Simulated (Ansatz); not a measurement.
`B[BH][GeH3]` + `CO[CH2][GaH][OH]` → `BBCOC` + `[OH][GaH][GeH3]`  (redistribution)

Gas-phase electronic energies from Ansatz, PBE0-D4/def2-TZVP geometries. CCSD(T)/CBS is the MP2 limit (def2-TZVPP, def2-QZVPP) plus CCSD(T) − MP2 in def2-TZVPP, frozen cores. DFT in def2-TZVPP. B3LYP here is the variant with VWN-RPA as its local correlation; programs differ in this. For Ga, Ge outer-core shells are correlated without core-valence functions, which leaves a few kJ/mol of doubt a bond. Scalar relativity is left out up to krypton. Each species was taken in one conformer, which may not be the lowest.

`B[BH][GeH3]`:

Cartesian coordinates in Å:
```
B 0.035 -0.452 1.664
B 0.606 -0.713 0.188
Ge -0.244 0.569 -1.215
H 0.514 0.379 2.387
H -0.974 -0.974 2.051
H 1.406 -1.485 -0.248
H 0.875 1.389 -1.884
H -1.276 1.556 -0.642
H -0.942 -0.269 -2.302
```

`CO[CH2][GaH][OH]`:

```xyz
12

C     0.565    0.119   -1.858
O    -0.468   -0.666   -1.345
C    -0.987   -0.144   -0.144
Ga    0.230   -0.310    1.422
O    -0.413    0.512    2.882
H     1.406    0.198   -1.149
H     0.925   -0.355   -2.772
H     0.223    1.138   -2.093
H    -1.893   -0.714    0.087
H    -1.303    0.903   -0.267
H     1.585   -1.087    1.572
H     0.131    0.407    3.665
```

`BBCOC`:

```xyz
13

B    -1.424   -0.567    2.332
B    -0.196   -0.633    1.250
C    -0.083    0.114   -0.112
O     1.106   -0.156   -0.813
C     1.177    0.530   -2.031
H    -1.429    0.216    3.243
H    -2.335   -1.348    2.311
H     0.721   -1.350    1.565
H    -0.966   -0.142   -0.729
H    -0.189    1.201    0.072
H     2.123    0.266   -2.505
H     0.351    0.250   -2.701
H     1.143    1.619   -1.884
```

`[OH][GaH][GeH3]`:

Cartesian coordinates in Å:
```
O 0.243 1.551 1.774
Ga 0.947 0.655 0.393
Ge -0.497 -0.875 -0.849
H -0.684 1.362 1.936
H 2.456 0.988 0.160
H 0.051 -2.313 -0.802
H -0.589 -0.468 -2.331
H -1.928 -0.900 -0.280
```

```tsv
level	ΔE (kJ/mol)	difference from CCSD(T)/CBS
PBE-D4	-52.6	-1.6
r2SCAN-D4	-54.2	-3.2
PBE0-D4	-57.0	-6.0
B3LYP-D4	-56.6	-5.6
ωB97X-V	-57.7	-6.7
ωB97M-V	-58.6	-7.6
B2PLYP	-58.4	-7.4
PBE	-55.2	-4.2
r2SCAN	-54.7	-3.7
PBE0	-59.2	-8.2
B3LYP	-61.1	-10.1
HF/def2-TZVPP	-70.6	-19.6
MP2/def2-TZVPP	-52.4	-1.4
SCS-MP2/def2-TZVPP	-54.8	-3.8
CCSD/def2-TZVPP	-55.3	-4.3
CCSD(T)/def2-TZVPP	-52.7	-1.7
HF/def2-QZVPP	-71.1	-20.1
MP2/def2-QZVPP	-51.6	-0.6
SCS-MP2/def2-QZVPP	-54.1	-3.1
HF/CBS(def2)	-71.2	-20.2
MP2/CBS(def2)	-50.7	0.3
CCSD/CBS(def2)	-53.7	-2.7
CCSD(T)/CBS	-51.0	0
```

Largest T1 diagnostic among the species: 0.014.

The D4 term adds +4.5 kJ/mol with B3LYP and +2.2 kJ/mol with PBE0; it sums over pairs of atoms, weighted by their polarisabilities, and B3LYP, whose exchange is more repulsive, gets the larger term. From PBE to PBE0 (25 % exact exchange), in def2-TZVPP and without D4, ΔE moves by −4.0 kJ/mol.
